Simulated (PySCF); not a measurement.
## Unknowns

PySCF 2.14 calculation with structure optimised with GFN2-xTB and NMR shieldings at PBE0/pcSseg-1/GIAO; no relativistic terms, isolated molecule, one averaged value for each set of equivalent atoms, single conformer.

Referencing at the same level of theory: 1H and 13C against TMS. Where no couplings were computed, multiplicities follow the n + 1 count of equivalent neighbours, and m marks all less simple cases (inequivalent or close neighbours, rings, F or P nearby). Shifts are as computed. Against solution values, carbons near 30 ppm lie about +3 ppm off and those near 130 ppm about +5 ppm; carbons on Cl a further +6 ppm. Of 1211 compounds with measured shifts, 218 miss one by over three times the rms of a fit or turn the order of signals round; such compounds aren't used in these exercises. Carbons bonded to Cl come out too deshielded.

(1) C9H6ClN. 1H NMR (400 MHz, computed): δ 7.91 (d, 2H), 7.63 (d, 2H), 7.23 (d, 1H), 6.86 (d, 1H). 13C{1H} NMR (computed): δ 142.7 (C), 140.5 (CH), 139.8 (CH), 136.9 (CH), 131.3 (CH), 124.3 (C), 116.6 (C). What is it?

(2) C8H10N2. 1H NMR (400 MHz, computed): δ 7.39 (s, 1H), 4.93 (d, 2H), 2.32 (s, 3H), 2.19 (s, 3H), 1.81 (t, 1H). 13C{1H} NMR (computed): δ 149.8 (C), 131.6 (CH), 122.6 (C), 84.7 (C), 80.4 (CH), 43.2 (CH2), 14.3 (CH3), 11.5 (CH3). What is it?

## Answers

(1) `N#Cc1ccc(/C=C/Cl)cc1`. The formula gives 7 degrees of unsaturation (1 ring in the answer). 7 carbon signals for 9 carbons: some carbons are equivalent by symmetry or fast rotation. Carbon types of the structure: 3 × C, 6 × CH, which accounts for all hydrogens. δC 142.7, 116.6: substituted aromatic carbon. δC 140.5, 131.3: aromatic CH. δC 139.8, 136.9: alkene CH; an sp2 carbon of a C=C bond. δC 124.3: nitrile carbon; this is the usual window of a C≡N carbon, which has no attached hydrogen.

The shifts were computed for this structure.

(2) SMILES C#CCn1cc(C)c(C)n1. The formula gives 5 degrees of unsaturation (1 ring in the answer). 8 carbon signals for 8 carbons: no two carbons are equivalent. Carbon types of the structure: 3 × C, 2 × CH, 1 × CH2, 2 × CH3, which accounts for all hydrogens. δC 149.8: substituted aromatic carbon next to a ring nitrogen. δC 122.6: substituted aromatic carbon. δC 84.7: alkyne carbon; the triple bond shields along its axis, which puts it between sp3 and sp2 carbons. δC 80.4: terminal alkyne carbon; the triple bond shields along its axis, which puts it between sp3 and sp2 carbons.

The data come from this structure; uniqueness wasn't tested.
